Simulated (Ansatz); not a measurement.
A structure relaxed at PBE0-D4/def2-TZVP, charge 0, multiplicity 1:

```xyz
10

F     0.4262    3.0741   -0.1950
B     0.1270    1.7943   -0.1445
C    -0.7150    0.8654   -0.9775
Si    0.8316   -0.0166   -0.0791
F     2.1837   -0.2826   -0.9168
Al    0.0633   -1.8794    1.2812
H    -1.4475    0.2490   -0.4457
H    -1.0176    1.0413   -2.0084
H     1.0267   -3.0110    1.8274
H    -1.4783   -1.8344    1.6584
```

Give its formula and SMILES.

CH4AlBF2Si, `FB1C[Si]1(F)[AlH2]`.

Summarise the bond lengths by kind.

1 × B–F 1.315 Å; 1 × B–C 1.505 Å; 1 × B–Si 1.944 Å; 1 × C–Si 1.994 Å; 2 × C–H 1.089 to 1.095 Å; 1 × F–Si 1.613 Å; 1 × Al–Si 2.431 Å; 2 × Al–H 1.583 to 1.588 Å.

Computed with Ansatz.
